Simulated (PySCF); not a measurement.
Compound: C5H11O4P.
Bonds: C1–C2, C2–O3, O3–P4, P4–O5 (double), P4–O6, O6–C7, C7–C8, C8–C9, C9–O10, P4–O10. Hydrogens: H11, H12, H13 on C1; H14, H15 on C2; H16, H17 on C7; H18, H19 on C8; H20, H21 on C9.

Definitions: NICS(0) = −σiso at the ring centroid; NICS(1) = −σiso and NICS(1)zz = −σzz at ±1 Å along the ring normal z. Level: GIAO PBE0/pcSseg-1 (PySCF, non-relativistic, gas phase) on the GFN2-xTB geometry, one conformer.

Ring bond lengths (Å), with Mayer bond orders in brackets: P4–O6 1.595 (1.02), O6–C7 1.421 (0.86), C7–C8 1.525 (1.03), C8–C9 1.525 (1.03), C9–O10 1.418 (0.87), O10–P4 1.610 (0.97).

Task: Give the NICS values of each ring in ppm.

Result: 
```
              ring                                                     type  NICS(0)  NICS(1), two faces  NICS(1)zz, two faces  rms pucker (Å)  centre to ring atoms, mean (Å)
P4–O6–C7–C8–C9–O10  6-membered ring with 2 O and P; formal bonds all single     -2.8         -1.7 / -1.4             2.6 / 2.8            0.22                            1.46
```

Task: What do they say, and how far can they be read as aromaticity?

Result: 
- P4–O6–C7–C8–C9–O10: mean NICS(1)zz 2.7 ppm, near zero. P4, C7, C8, C9 have four or more neighbours, and the NICS criterion for π rings isn't applied.

Task: At the first NICS(1) probe listed for ring P4–O6–C7–C8–C9–O10, 1 Å off the ring, what do the in-plane components average?

Result: The isotropic value is a third of the trace: (3 × -1.7 − (2.6))/2 = -3.8 ppm.

Task: List the ring angles and the Hirshfeld charges of the ring atoms.

Result: 
- P4–O6–C7–C8–C9–O10: P4 104.2° (+0.546 e), O6 117.5° (-0.168 e), C7 110.9° (+0.010 e), C8 109.3° (-0.080 e), C9 111.0° (+0.007 e), O10 116.7° (-0.170 e); sum 669.5° against 720° for a flat convex ring.
